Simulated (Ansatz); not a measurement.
Reaction (formal hydrolysis of the In–Se bond): `[Cl][InH][SeH]` + H₂O → `[OH][InH][Cl]` + H₂Se

Gas-phase electronic energies from Ansatz, PBE0-D4/def2-TZVP geometries. CCSD(T)/CBS is the MP2 limit (def2-TZVPP, def2-QZVPP) plus CCSD(T) − MP2 in def2-TZVPP, frozen cores. This one scheme is used for every species. DFT in def2-TZVPP. Elements past krypton have def2 core potentials. For In, Se outer-core shells are correlated without core-valence functions, which leaves a few kJ/mol of doubt a bond. Scalar relativity is left out up to krypton. Each species was taken in one conformer, which may not be the lowest.

```
        level  ΔE (kcal/mol)
   r2SCANh-D4           19.3
 CAM-B3LYP-D4           17.4
  HF/def2-SVP           20.6
HF/def2-TZVPP           20.2
```

(1) What does CCSD(T)/CBS give? (Best estimate.)

Largest T1 diagnostic among the species: 0.015.

Results:

(1) The calculation gave: +19.5 kcal/mol. The listed levels differ from it by -0.2, -2.1, 1.1, 0.7 kcal/mol.

Leaving LDA and LC-ωPBE aside and taking each functional with its dispersion term where it has one, the values, not all of them listed here, spread over 3.9 kcal/mol, from BLYP-D4 to HSE06-D4. From r2SCAN to r2SCAN0 (25 % exact exchange), in def2-TZVPP and without D4, ΔE moves by +2.0 kcal/mol. At CCSD(T), def2-SVP lies −1.9 kcal/mol from the extrapolated value and def2-TZVPP −0.9 kcal/mol.
